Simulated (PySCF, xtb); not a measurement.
Se(OH)(NMe2) (C2H7NOSe), SMILES N(C)([Se]O)C. Other conformers were not sampled.

Harmonic wavenumbers (cm⁻¹) from GFN2-xTB (xtb 6.7.1) at its own minimum, in rising order: 56, 168, 213, 218, 273, 302, 312, 349, 500, 567, 958, 963, 1038, 1075, 1124, 1191, 1221, 1407, 1416, 1468, 1477, 1487, 1496, 2903, 2904, 2972, 2977, 3018, 3027, 3545.

Task: What does PySCF with PBE-D3(BJ)/def2-SVP give at its own minimum? (An estimate is asked for; the answer gives what the named calculation found.)

Result: 106, 111, 207, 224, 317, 319, 349, 451, 555, 579, 960, 1016, 1024, 1066, 1108, 1207, 1216, 1361, 1383, 1396, 1411, 1420, 1438, 2907, 2918, 2990, 2995, 3075, 3082, 3666. Paired by order, the mean absolute difference is 38 cm⁻¹ and the zero-point energies are 58.1 and 58.4 kcal/mol.
